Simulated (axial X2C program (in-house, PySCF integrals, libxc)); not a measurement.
**CuP⁺: bond constants with and without spin–orbit coupling**

Calculated with an in-house relativistic program for diatomic molecules. Spin-free means the one-electron spin-free X2C Hamiltonian; two-component (2c) means X2C with spin–orbit coupling and atomic mean-field two-electron Coulomb and Gaunt terms, so the difference of the two also holds small scalar two-electron terms. Basis: Cu dyall-cv3z [9s9p6d3f2g], P dyall-v3z [8s7p2d1f] (cores contracted in-house); Gaussian nuclei, density fitting, unrestricted open shells. Masses: Cu 62.930 u, P 30.974 u.

State, spin-free: M_S = 3/2, Λ = 0 (beyond evenly filled blocks: σα, π+α, π-α); electrons by block: σα: 11, σβ: 10, π+α: 5, π+β: 4, π-α: 5, π-β: 4, δ+α: 1, δ+β: 1, δ-α: 1, δ-β: 1. Fragments: Cu+ + P.

State, 2c: Ω = 3/2 (⟨Sz⟩ = 1.50, ⟨Lz⟩ = 0.00 at PBE0); electrons by block: 1/2: 15, -1/2: 15, 3/2: 6, -3/2: 5, 5/2: 1, -5/2: 1. Fragments: Cu+ + P.

| Hamiltonian | level | Re (Å) | ωe (cm⁻¹) | Be (cm⁻¹) | De (eV) | D0 (eV) | μ (D) |
| --- | --- | --- | --- | --- | --- | --- | --- |
| spin-free | PBE0 | 2.198 | 295.0 | 0.168 | 1.52 | 1.50 | -0.78 |
| spin-free | HF | 2.570 | 160.3 | 0.123 | 0.533 | 0.523 | -1.31 |
| spin-free | MP2 | 2.212 | 260.9 | 0.166 | 1.13 | 1.11 | n/a |
| spin-free | CCSD | 2.293 | 232.4 | 0.1544 | 1.05 | 1.04 | n/a |
| spin-free | CCSD(T) | 2.239 | 256.0 | 0.162 | n/a | n/a | n/a |
| spin-free | BLYP | 2.189 | 309.9 | 0.1695 | 1.98 | 1.96 | -0.53 |
| 2c | PBE0 | 2.199 | 294.6 | 0.1679 | 1.51 | 1.49 | -0.78 |
| 2c | HF | 2.571 | 160.2 | 0.1229 | 0.532 | 0.522 | -1.32 |
| 2c | MP2 | 2.213 | 260.2 | 0.1658 | 1.12 | 1.11 | n/a |
| 2c | CCSD | 2.295 | 232.0 | 0.1542 | 1.04 | 1.03 | n/a |
| 2c | CCSD(T) | 2.240 | 255.4 | 0.1618 | n/a | n/a | n/a |

Correlated methods: 15 electrons correlated (number of frozen shells: Cu 3 s, 2 p; P 2 s, 1 p), 219 virtual spin orbitals or spinors in MP2, 90 natural virtuals in coupled cluster.

Dipoles are positive if P is the positive end and refer to the centre of mass.

The state is a single determinant with fixed occupations, the lowest that a limited PBE0 search found. De is counted from the lowest determinant-based energies of the atoms at the same level, without counterpoise correction. De is not given where an atomic determinant may have missed its ground term or J level, or where the truncated virtual space spoils (T). Density functionals use the spin component along the axis (collinear). CCSD and (T) use frozen natural virtuals with an MP2 correction for the truncation; (T) itself is uncorrected, so its De runs slightly low. Other states lie close and PBE0, whose exact exchange favours high spin, may order them wrongly; the determinant shown need not be the ground state. The nearest other spin-free determinant of the search, M_S = 1/2, Λ = 1, lies 0.18 eV up at the distance of the search. With several unpaired electrons one determinant need not be a pure state. At some level and bond length an empty orbital lies below a filled one. This is the top spin component of a Σ state; components of lower Ω are not single determinants and can lie lower.

No reliable constants came from BLYP (2c): no minimum in range, unconverged points, a curve that is not smooth, a change of character along it, or the two Hamiltonians disagreeing along it.

Rough cost a point (2c) on 1 thread(s) of a shared host, integrals apart: PBE0 0.6 s, HF 0.4 s, CCSD(T) 11 s.

The whole task took 3.6 min on 1 thread of Arm Neoverse V1, with other jobs on the host.
